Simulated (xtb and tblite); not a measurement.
Torsional profile of SMILES S([SiH2][SiH2]O[SiH3])C. Scanned: dihedral C1–S2–Si3–Si4 and dihedral S2–Si3–Si4–O5; all other coordinates were relaxed at GFN2-xTB. GFN2-xTB can order the conformers of Si and Ge chains otherwise than DFT does. Points at φ and −φ are mirror images. Heavy atoms are numbered in the order of the SMILES CS[SiH2][SiH2]O[SiH3], hydrogens after them in the order of the atoms that carry them; the mirror image has the same energies with the sign of each dihedral reversed.

Calculation: xtb and tblite with GFN2-xTB.

Energy in kJ/mol above the lowest grid point; x is the dihedral C1–S2–Si3–Si4 (°), y the dihedral S2–Si3–Si4–O5 (°).

| y \ x | -150 | -120 | -90 | -60 | -30 | 0 | 30 | 60 | 90 | 120 | 150 | 180 |
|---|---|---|---|---|---|---|---|---|---|---|---|---|
| 180 | 3.0 | 7.1 | 5.7 | 3.1 | 4.7 | 6.6 | 4.7 | 3.1 | 5.7 | 7.1 | 3.0 | 0.0 |
| 150 | 6.2 | 10.2 | 8.0 | 5.2 | 7.9 | 9.6 | 7.0 | 4.7 | 7.6 | 8.5 | 4.4 | 2.3 |
| 120 | 10.8 | 14.5 | 11.6 | 7.5 | 10.9 | 13.7 | 12.0 | 8.9 | 11.5 | 12.2 | 8.2 | 6.7 |
| 90 | 13.2 | 16.4 | 12.9 | 8.1 | 10.1 | 13.3 | 13.3 | 11.5 | 13.8 | 14.7 | 10.9 | 9.4 |
| 60 | 13.9 | 16.3 | 12.2 | 9.3 | 10.2 | 11.8 | 10.8 | 11.4 | 14.8 | 15.8 | 12.1 | 10.4 |
| 30 | 14.4 | 16.8 | 12.6 | 10.6 | 14.5 | 15.0 | 10.6 | 9.5 | 14.9 | 17.2 | 13.4 | 11.3 |
| 0 | 14.6 | 17.5 | 13.8 | 9.3 | 14.6 | 18.1 | 14.6 | 9.3 | 13.8 | 17.5 | 14.6 | 11.9 |
| -30 | 13.4 | 17.2 | 14.9 | 9.5 | 10.6 | 15.0 | 14.5 | 10.6 | 12.6 | 16.8 | 14.4 | 11.3 |
| -60 | 12.1 | 15.8 | 14.8 | 11.4 | 10.8 | 11.8 | 10.2 | 9.3 | 12.2 | 16.3 | 13.9 | 10.4 |
| -90 | 10.9 | 14.7 | 13.8 | 11.5 | 13.3 | 13.3 | 10.1 | 8.1 | 12.9 | 16.4 | 13.2 | 9.4 |
| -120 | 8.2 | 12.2 | 11.5 | 8.9 | 12.0 | 13.7 | 10.9 | 7.5 | 11.6 | 14.5 | 10.8 | 6.7 |
| -150 | 4.4 | 8.5 | 7.6 | 4.7 | 7.0 | 9.6 | 7.9 | 5.2 | 8.0 | 10.2 | 6.2 | 2.3 |

Points that lie below all their neighbours on the grid: x = 180, y = 180 (0.0 kJ/mol); x = -60, y = 180 (3.1 kJ/mol); x = 60, y = 180 (3.1 kJ/mol); x = -60, y = 0 (9.3 kJ/mol); x = 60, y = 0 (9.3 kJ/mol). The lowest path on the grid from the first to the second passes x = -120, y = 180 at 7.1 kJ/mol.
